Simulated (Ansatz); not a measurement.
Saddle point of C2H5I, closed shell (C₂H₅I (CCI) → C₂H₄ (C=C) + HI; bonds formed: I1–H8; bonds broken: I1–C2, C5–H8), PBE0-D4/def2-TZVP structure:

I1  (-0.510, -2.416, 0.859)
C2  (0.816, 0.121, -0.185)
H3  (1.474, 0.130, 0.675)
H4  (1.163, -0.420, -1.057)
C5  (-0.441, 0.712, -0.147)
H6  (-0.663, 1.407, 0.657)
H7  (-0.976, 0.855, -1.081)
H8  (-0.863, -0.389, 0.279)
(Å)

Energies are electronic, without zero-point energy. Barriers and step energies count from the start structure reached by relaxing down the imaginary mode; all methods use the PBE0-D4 structures, on which another method's saddle can fall below an end. Computed with Ansatz 0.2.0 (basis: def2-TZVPP, with def2-QZVPP for the basis limit); correlated methods freeze the cores. Filled d shells of the heavier atoms are correlated. Core potentials replace the inner electrons of the atoms past krypton. The def2 sets are not built for correlating such inner shells, so the correlated values are less sure here. B3LYP uses VWN-RPA correlation. Extrapolation: Hartree–Fock as exp(−7.88 √X), correlation as X^−2.97.

```csv
method,barrier (kJ/mol),step energy (kJ/mol)
SPW92,210.5,122.8
PBE-D4,209.9,103.6
BLYP-D4,200.4,84.1
r2SCAN-D4,?,105.1
B97M-V,231.5,98.2
PBE0-D4,236.8,111.6
B3LYP-D4,223.4,92.2
r2SCAN0-D4,240.7,111.1
BHLYP-D4,?,100.3
CAM-B3LYP-D4,245.2,96.2
wB97X-V,261.6,108.1
wB97M-V,251.5,100.2
B2PLYP,239.0,94.9
PBE-QIDH,260.6,116.5
RPA on PBE,246.8,96.2
HF,259.5,83.5
MP2,?,109.5
CCSD,269.0,96.7
CCSD(T),257.2,97.3
```

Q: Fill in the withheld barriers. (Judge from chemistry; the value comes from the calculation.)

A: By the calculation: BHLYP-D4 249.1; MP2 274.6; r2SCAN-D4 220.9 kJ/mol. Each is the energy of the saddle less that of the start structure, by the same method.

For comparison, the barrier by CCSD(T) at an estimated basis limit (MP2 extrapolated from triple and quadruple zeta, plus CCSD(T) − MP2 in triple zeta) is 252.1 kJ/mol.

T1 diagnostic: at most 0.031. The T1 diagnostic is large here, which may signal multireference character or strong orbital relaxation, so CCSD(T) is less sure.

For scale, one of the runs: CCSD(T)/def2-TZVPP, 182 basis functions (an equivalent command: `ansatz run in.yaml --threads 4`). Time: 52 s of wall clock on 4 CPU threads; the host was shared. Peak host memory: 2.1 GiB.
